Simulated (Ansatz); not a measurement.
`[F][InH][CH2]I` + HCl → `[F][InH][Cl]` + `CI` at 500 K and 1 bar (ligand exchange at the In–C bond).

Computed with Ansatz on PBE0-D4/def2-TZVP structures; ΔE is electronic, products minus reactants. CCSD(T)/CBS adds triple-zeta CCSD(T) − MP2 to the extrapolated MP2 energy (def2 sets, frozen cores). This one scheme is used for every species. Elements past krypton have def2 core potentials. For I, In outer-core shells are correlated without core-valence functions, which leaves a few kJ/mol of doubt a bond. Each species was taken in one conformer, which may not be the lowest.

| species | CCSD(T)/CBS energy (Eh) | H − E (kJ/mol) | S (J/(mol·K)) |
| --- | --- | --- | --- |
| `[F][InH][CH2]I` | -626.92324 | 130.3 | 423.2 |
| HCl | -460.38127 | 32.5 | 201.9 |
| `[F][InH][Cl]` | -750.05448 | 51.4 | 343.5 |
| `CI` | -337.29646 | 117.2 | 279.4 |

H − E and S are ideal-gas, rigid-rotor, harmonic terms from PBE0-D4/def2-TZVP, for one conformer and one mirror image of each species. 1 Eh = 2625.50 kJ/mol, R = 8.31446 J/(mol·K).

Question: By hand: ΔE, ΔH, ΔS and ΔG.

Answer: ΔE = (-750.05448) + (-337.29646) − (-626.92324) − (-460.38127) = -0.04643 Eh = -121.9 kJ/mol. Δ(H − E) = 51.4 + 117.2 − 130.3 − 32.5 = 5.8, so ΔH = -116.1 kJ/mol. ΔS = 343.5 + 279.4 − 423.2 − 201.9 = -2.2 J/(mol·K). ΔG = -116.1 − 500 × (-2.2)/1000 = -115.0 kJ/mol.

Question: By hand: the equilibrium constant, and the temperature at which ΔG would vanish if ΔH and ΔS stayed fixed.

Answer: log₁₀ K = −ΔG/(RT ln 10) = 12.0. ΔG = 0 at ΔH/ΔS = 52773 K, far beyond where these terms or the molecules hold.

The number of gas molecules stays the same, so ΔS is small and ΔH decides. A doubt of 5 kJ/mol in ΔE shifts log₁₀ K by 0.5 here. Other conformers and mirror images would add mixing entropy, several J/(mol·K) or more a flexible species. Modes under 60 cm⁻¹, often nearly free rotors, make the harmonic entropy too high. These are equilibria of isolated gas molecules and say nothing of rates. Largest T1 diagnostic: 0.015 (customary marks: 0.02 for closed shells, 0.045 for open ones).
